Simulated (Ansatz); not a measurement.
Program: Ansatz. Geometries: PBE0-D4/def2-TZVP. ΔE: electronic, gas phase. CCSD(T)/CBS adds triple-zeta CCSD(T) − MP2 to the extrapolated MP2 energy (def2 sets, frozen cores). This one scheme is used for every species. Functionals use def2-TZVPP. B3LYP here is the variant with VWN-RPA as its local correlation; programs differ in this. HSE06 is defined as in plane-wave codes. Elements past krypton have def2 core potentials. For In outer-core shells are correlated without core-valence functions, which leaves a few kJ/mol of doubt a bond.

Consider the formal exchange of groups at the In–S bond: `[SH][InH2]` + `C1=NC1` → `[InH2][C]1=NC1` + H₂S.

(1) Is it downhill or uphill in electronic energy at CCSD(T)/CBS, and by how much? (Estimate.)

(2) What do these levels give: B3LYP-D4, r2SCANh-D4, HSE06-D4, HF/def2-TZVPP, CCSD/def2-TZVPP, SCS-MP2/def2-QZVPP? (Best estimate.)

Largest T1 diagnostic among the species: 0.014.

Answers

(1) Ansatz gave: Uphill: ΔE = +0.92 eV.

(2) Computed: B3LYP-D4 0.93, r2SCANh-D4 0.97, HSE06-D4 0.95, HF/def2-TZVPP 0.98, CCSD/def2-TZVPP 0.88, SCS-MP2/def2-QZVPP 0.90 eV.

From BLYP to BHLYP (50 % exact exchange), in def2-TZVPP and without D4, ΔE moves by +0.03 eV. Leaving LDA and LC-ωPBE aside and taking each functional with its dispersion term where it has one, the values, not all of them listed here, spread over 0.07 eV, from revPBE-D4 to r2SCAN0-D4. In def2-TZVPP, CCSD(T) changes the Hartree–Fock value by −0.11 eV (the triples alone add −0.01 eV) and MP2 by −0.09 eV.
